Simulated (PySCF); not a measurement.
Bond length, frequency and bond energy of HfH by level of theory

State: ²Δ (doublet), unpaired electrons δ ↑. Set-up: basis Hf def2-TZVPPD with ECP60, H def2-TZVPPD; scalar-relativistic core potentials; PySCF 2.14. De refers to Hf (5d2 6s2) + H in their high-spin ground configurations, without counterpoise correction. The functionals are run spin-unrestricted. A positive dipole means Hf(−)H(+). Levels whose curve was spin-contaminated or gave no clean fit are not listed.

```tsv
Level	Re (Å)	ωe (cm⁻¹)	De (eV)	μ (D)	CPU s a point (SCF and correlation, without the integrals)
ROHF	1.868	1663	n/a	-1.21	0.42
ROHF-MP2	1.828	1723	n/a	n/a	0.78
ROHF-SCS-MP2	1.835	1710	n/a	n/a	n/a
ROHF-CCSD	1.848	1674	2.78	n/a	n/a
ROHF-CCSD(T)	1.848	1668	2.81	n/a	23
PBE	1.838	1651	n/a	-1.18	0.71
BLYP	1.842	1642	n/a	-1.32	0.47
B3LYP	1.836	1674	n/a	-1.34	1.2
PBE0	1.835	1677	n/a	-1.15	1.5
M06	1.832	1686	n/a	-1.28	1.3
ωB97X-V	1.843	1685	n/a	-1.34	5.8
B2PLYP	1.832	1703	n/a	-1.16	1.1
```

**Question.** What does the three-parameter hybrid form, with a fifth of exact exchange, do here, going from BLYP to B3LYP?

**Answer.** B3LYP less BLYP: -0.6 pm in Re, +1.9 % in ωe. Exact exchange removes part of the self-interaction that spreads semilocal densities, and in most molecules shortens and stiffens the bond and lowers De; so it does here.

**Question.** What does second-order correlation do here, going from ROHF to ROHF-MP2?

**Answer.** ROHF-MP2 less ROHF: -4.0 pm in Re, +3.6 % in ωe. Correlation nearly always deepens the well. The bond shortens, as in weak, metallic or heavy-atom bonds, where dispersion and the correlation of outer-core electrons pull the atoms together.

**Question.** What does the triples do here, going from ROHF-CCSD to ROHF-CCSD(T)?

**Answer.** ROHF-CCSD(T) less ROHF-CCSD: +0.0 pm in Re, -0.4 % in ωe, +0.03 eV in De. Correlation nearly always deepens the well. The bond length hardly moves.

Correlated steps freeze no core orbitals. De is left out where the level can put another filling of the metal’s s and d shells below the measured ground configuration, by anything from nothing to about 1 eV. Spin–orbit coupling is left out, which matters for elements this heavy, above all for dissociation energies. B2PLYP dipoles, levels and charges come from its SCF part alone. UHF is strongly spin-contaminated for HfH, so the ROHF reference used there is far from stable. With d or f electrons several states lie close, and the lowest PBE0 determinant need not be the measured ground state.

The whole job (state search and all levels along the bond) took about 7.8 min on 1 thread of Intel Xeon Platinum 8559C (shared host), peak memory 2.1 GiB.
